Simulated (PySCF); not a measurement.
A side-by-side comparison of computed properties.

First species: C₇H₁₀O.
SMILES: `C[C@@H]1CC=CC(=O)C1`

Second species: MgF2.
SMILES: `[F][Mg][F]`

Levels: B3LYP/def2-SVPD for HOMO energy, LUMO energy, HOMO–LUMO gap and static isotropic polarisability; TDDFT B3LYP/def2-SVPD for lowest singlet excitation. Geometries: PBE0-D3(BJ)/def2-SVP. All species are isolated and taken at one optimised geometry, non-relativistic unless stated. Electronic properties by PySCF.

```tsv
property	column X	column Y
HOMO energy	-10.04 eV	-6.87 eV
LUMO energy	-2.12 eV	-1.74 eV
HOMO–LUMO gap	7.92 eV	5.13 eV
lowest singlet excitation	6.66 eV	3.62 eV
static isotropic polarisability	18.1 au	85.4 au
```

**Question.** Which column belongs to which species?

**Answer.** Column X is the second species and column Y the first. The first has 18 atoms and 60 electrons, the second 3 and 30.

**Question.** How does each property change from the first species to the second?

**Answer.** HOMO energy -3.17 eV; LUMO energy -0.38 eV; HOMO–LUMO gap +2.79 eV; lowest singlet excitation +3.04 eV; static isotropic polarisability -67.3 au.

On the first: The polarisability is 12.65 Å³ as a volume (1 au = 0.148185 Å³), or 1.42 au for each of the 60 electrons. The principal polarisabilities are 63.5, 87.9 and 104.8 au; their mean is the isotropic value.

On the second: The 10 singlets span 6.66 to 8.81 eV, and their oscillator strengths add up to 0.24. No computed singlet falls in the visible range (750 to 380 nm, 1.65 to 3.26 eV); S1 lies 3.40 eV above its blue end.

One conformer stands for the species.
